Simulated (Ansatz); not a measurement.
This geometry of Cl2GaH + FH (6 atoms, charge 0, multiplicity 1) is a first-order saddle point.

Theory: RKS PBE/def2-SVP in Ansatz 0.2.0.

```xyz
6
Properties=species:S:1:pos:R:3
Ga 0.015 -0.256 -0.075
H 0.023 0.016 1.677
Cl 1.890 0.196 -1.007
Cl -1.884 0.136 -0.983
F 0.046 -1.988 0.863
H 0.038 -1.016 1.606
```

Which two structures does it join? (They come from a converged band through this point; their orientation in space is the band's.)

Bonds broken: Ga1–H2, F5–H6. Bonds formed: Ga1–F5, H2–H6. Cl2GaH + FH becomes Cl2FGa + H2.

First end point:

```xyz
6
Properties=species:S:1:pos:R:3
Ga 0.009 0.165 0.076
H 0.009 0.705 1.550
Cl 1.837 0.100 -1.082
Cl -1.833 0.033 -1.056
F 0.054 -1.982 0.827
H 0.053 -1.932 1.767
```

Last end point:

```xyz
6
Properties=species:S:1:pos:R:3
Ga 0.021 -0.664 -0.382
H 0.016 0.176 1.956
Cl 1.873 0.268 -0.901
Cl -1.871 0.200 -0.874
F 0.055 -2.297 0.274
H 0.034 -0.595 2.010
```

How far does it lie above each of them?

11.2 kcal/mol above the first and 17.7 kcal/mol above the second. This is the barrier of this one path; another mechanism may lie lower. The orbitals stay closed-shell, which can raise the energy where a bond breaks towards radicals; this wasn't checked here.

Run time: 87 s on 2 threads of Arm Neoverse V1, with other jobs on the host, peak memory 0.14 GiB.
